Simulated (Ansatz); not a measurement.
Cost and result for the atomization energy of C2H3AlOS (8 atoms, 7 bonds).

```xyz
8

C     0.555    0.582    1.208
Al   -0.291   -0.692    0.026
S    -1.188   -2.415   -0.595
C    -0.511   -0.050   -1.938
O    -0.746    0.050   -3.037
H    -0.023    1.509    1.264
H     0.645    0.177    2.218
H     1.558    0.839    0.855
```

Charge 0, multiplicity 1. The bonds changed during the relaxation, so this is another structure than the one it started from. The structure was optimised at the PBE0-D4/def2-TZVP level. Program: Ansatz. All runs use 2 threads of an AMD EPYC 9B45 on a shared host. Times are those of one run each, without the atoms' runs, and a repeat can differ threefold. Electronic energies, without spin–orbit coupling; frozen cores. CCSD(T)/CBS adds CCSD(T) − MP2 in def2-TZVPP to the MP2 limit, and its time is that of the two runs behind it. T1 = 0.018. HSE06 is the plane-wave form, built on full-range PBE exchange.

CCSD(T)/CBS is a level of theory with its own doubt, some kJ/mol a heavy atom from the limit and from the frozen cores, so smaller differences don't rank the functionals.

| level | functions | wall time | atomization (kcal/mol) | difference from CCSD(T)/CBS | per bond |
| --- | --- | --- | --- | --- | --- |
| LDA (SPW92)/def2-TZVPP | 219 | 0.75 s | 866.8 | 118.6 | 16.9 |
| revPBE-D4/def2-TZVPP | 219 | 1.1 s | 753.2 | 5.0 | 0.7 |
| BLYP-D4/def2-TZVPP | 219 | 1.1 s | 753.0 | 4.8 | 0.7 |
| PBE-D4/def2-TZVPP (with forces) | 219 | 1.4 s | 774.7 | 26.5 | 3.8 |
| HSE06-D4/def2-TZVPP | 219 | 1.8 s | 751.7 | 3.5 | 0.5 |
| CAM-B3LYP-D4/def2-TZVPP | 219 | 1.9 s | 744.5 | -3.7 | -0.5 |
| CCSD(T)/def2-SVP | 93 | 1.9 s | 705.8 | -42.4 | -6.1 |
| B2PLYP/def2-TZVPP | 219 | 2.9 s | 741.1 | -7.1 | -1.0 |
| B97M-V/def2-TZVPP | 219 | 3.8 s | 758.6 | 10.4 | 1.5 |
| ωB97X-V/def2-TZVPP | 219 | 4 s | 748.0 | -0.2 | 0.0 |
| MP2/def2-QZVPP | 401 | 9.5 s | 763.1 | 14.9 | 2.1 |
| CCSD(T)/def2-TZVPP | 219 | 39 s | 726.0 | -22.2 | -3.2 |
| CCSD(T)/CBS(def2) | – | 49 s | 748.2 | 0.0 | 0.0 |

In def2-TZVPP, CCSD(T) changes the Hartree–Fock value by +201.9 kcal/mol (the triples alone add +18.0 kcal/mol) and MP2 by +225.9 kcal/mol; breaking electron pairs costs correlation energy, which Hartree–Fock lacks. Leaving LDA and LC-ωPBE aside and taking each functional with its dispersion term where it has one, the values, not all of them listed here, spread over 61.3 kcal/mol, from BHLYP-D4 to PBE-D4. LDA lies +96.1 kcal/mol from PBE without D4, its usual overbinding. From BLYP to BHLYP (50 % exact exchange), in def2-TZVPP and without D4, the atomization energy moves by −36.6 kcal/mol: exact exchange takes away binding that semilocal exchange gives to molecules.
